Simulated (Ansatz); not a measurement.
Computed with Ansatz on PBE0-D4/def2-TZVP structures; ΔE is electronic, products minus reactants. CCSD(T)/CBS adds triple-zeta CCSD(T) − MP2 to the extrapolated MP2 energy (def2 sets, frozen cores). This one scheme is used for every species. Double bonds are as drawn, so ΔE can hold a change between cis and trans. Functionals use def2-TZVPP. For Ge outer-core shells are correlated without core-valence functions, which leaves a few kJ/mol of doubt a bond. Scalar relativity is left out up to krypton. One conformer a species, not always the lowest.

Consider the redistribution: `[SiH3][GeH2][Cl]` + `[AlH2]/[N]=C\S` → `S/C=[N]/[GeH2][Cl]` + `[AlH2][SiH3]`.

```
        level  ΔE (eV)
         PBE0     0.96
        BHLYP     1.04
    CAM-B3LYP     1.05
MP2/CBS(def2)     1.01
```

What does CCSD(T)/CBS give? (Best estimate.)

Computed: +0.96 eV. The listed levels differ from it by 0.00, 0.08, 0.09, 0.05 eV.

Largest T1 diagnostic among the species: 0.015.

At CCSD(T), def2-SVP lies −0.08 eV from the extrapolated value and def2-TZVPP −0.05 eV. From BLYP to BHLYP (50 % exact exchange), in def2-TZVPP and without D4, ΔE moves by −0.03 eV. Leaving LDA and LC-ωPBE aside and taking each functional with its dispersion term where it has one, the values, not all of them listed here, spread over 0.14 eV, from revPBE-D4 to BLYP-D4. LDA lies +0.03 eV from PBE without D4.
